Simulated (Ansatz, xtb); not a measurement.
# Relative energy of two isomers of GeH6S2Si

Structure I is `S[SiH](S)[GeH3]`, a singlet and structure II is `S[SiH2][GeH2][SH]`, a singlet. Both are isolated molecules in the gas phase, relaxed with PBE0-D3(BJ)/def2-SVP; the shapes shown needn't be the lowest conformers.

I (Å):

```yaml
atoms:
  - { symbol: Ge, position_ang: [-1.7631, 1.9130, -3.1742] }
  - { symbol: S, position_ang: [-1.0046, -1.7078, -2.6588] }
  - { symbol: S, position_ang: [-1.5965, 0.2718, 0.1378] }
  - { symbol: Si, position_ang: [-0.7178, 0.2495, -1.8308] }
  - { symbol: H, position_ang: [-2.3539, -1.6203, -2.6654] }
  - { symbol: H, position_ang: [0.7664, 0.4024, -1.8002] }
  - { symbol: H, position_ang: [-1.6592, 1.6207, 0.2159] }
  - { symbol: H, position_ang: [-3.2286, 1.5004, -3.4045] }
  - { symbol: H, position_ang: [-1.7469, 3.2805, -2.4617] }
  - { symbol: H, position_ang: [-1.0579, 2.0476, -4.5355] }
```

II (Å):

```xyz
10

Ge    0.6909    0.6905   -2.9374
S     1.2248    0.4361    0.6140
S    -0.7933    2.2105   -2.1900
Si    0.9588   -0.8148   -1.1076
H     0.3531    1.3662    0.1409
H     2.1631   -1.6875   -1.2257
H    -0.2557   -1.6857   -1.0263
H     1.9516    1.5246   -3.2124
H     0.1710    0.0682   -4.2484
H    -1.8046    1.3212   -2.0719
```

**Question.** Which of the two would you expect CCSD(T)/def2-SVP + ΔMP2/def2-TZVPP electronic energies to favour?

**Answer.** Structure I; the calculation gives E(II) − E(I) = +2.7 kcal/mol.

The same difference at several levels:

```
                             level              geometry  E(II) − E(I) (kcal/mol)  departure from the last row (kcal/mol)  job, with rough time for the two
                          GFN2-xTB              GFN2-xTB                      −8.2                                   −10.9              optimisation, 0.57 s
                         HF/STO-3G              GFN2-xTB                      +2.2                                    −0.5              single point, 0.86 s
                r2SCAN-D4/def2-SVP              GFN2-xTB                      +2.8                                    +0.1               single point, 4.7 s
              PBE0-D3(BJ)/def2-SVP  PBE0-D3(BJ)/def2-SVP                      +1.8                                    −0.9                optimisation, 65 s
                       HF/def2-SVP  PBE0-D3(BJ)/def2-SVP                      +2.2                                    −0.5           part of the CCSD(T) run
                      MP2/def2-SVP  PBE0-D3(BJ)/def2-SVP                      +2.1                                    −0.6           part of the CCSD(T) run
                  CCSD(T)/def2-SVP  PBE0-D3(BJ)/def2-SVP                      +1.9                                    −0.8                      single point
CCSD(T)/def2-SVP + ΔMP2/def2-TZVPP  PBE0-D3(BJ)/def2-SVP                      +2.7                                                        single point, 37 s
```

As drawn, II has 1 Ge–S, 1 Si–H in place of 1 S–Si, 1 Ge–H.

GFN2-xTB puts the two in the other order. The largest departure from CCSD(T)/def2-SVP + ΔMP2/def2-TZVPP is that of GFN2-xTB, 10.9 kcal/mol. The last row adds to CCSD(T) the change of the MP2 difference between the two basis sets, here +0.8 kcal/mol.

With thermal terms from frequencies at re-optimised GFN2-xTB minima (ideal gas, soft modes damped towards free rotors, one conformer each, 298.15 K, 1 atm): the zero-point term adds −0.1 kcal/mol; ΔH is +2.4 and ΔG +3.0 kcal/mol.

The correlated steps freeze 24 core orbitals; the filled d shell of Ge is correlated, in a basis made for valence electrons. Programs: Ansatz 0.2.0, xtb 6.7.1; the last row on 2 threads of Intel(R) Xeon(R) Processor @ 2.70GHz on a shared host.
